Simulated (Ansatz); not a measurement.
`C=C[SiH2]O[SiH2]F` + `[SiH3]O[SiH3]` → `F[SiH2]O[SiH3]` + `C=C[SiH2]O[SiH3]`  (redistribution)

Isolated molecules relaxed with PBE0-D4/def2-TZVP in Ansatz; ΔE leaves out vibrations. CCSD(T)/CBS adds triple-zeta CCSD(T) − MP2 to the extrapolated MP2 energy (def2 sets, frozen cores). This one scheme is used for every species. Functionals use def2-TZVPP. One conformer a species, not always the lowest.

| species | r2SCAN-D4 energy (Eh) |
| --- | --- |
| `C=C[SiH2]O[SiH2]F` | -834.56442 |
| `[SiH3]O[SiH3]` | -657.84620 |
| `F[SiH2]O[SiH3]` | -757.17562 |
| `C=C[SiH2]O[SiH3]` | -735.23492 |

**Question.** Work out ΔE.

**Answer.** ΔE = (-757.17562) + (-735.23492) − (-834.56442) − (-657.84620) = 0.00008 Eh = +0.2 kJ/mol. CCSD(T)/CBS gives -0.3 kJ/mol.

Largest T1 diagnostic among the species: 0.012.

Leaving LDA and LC-ωPBE aside and taking each functional with its dispersion term where it has one, the values, not all of them listed here, spread over 0.9 kJ/mol, from revPBE-D4 to B2PLYP.
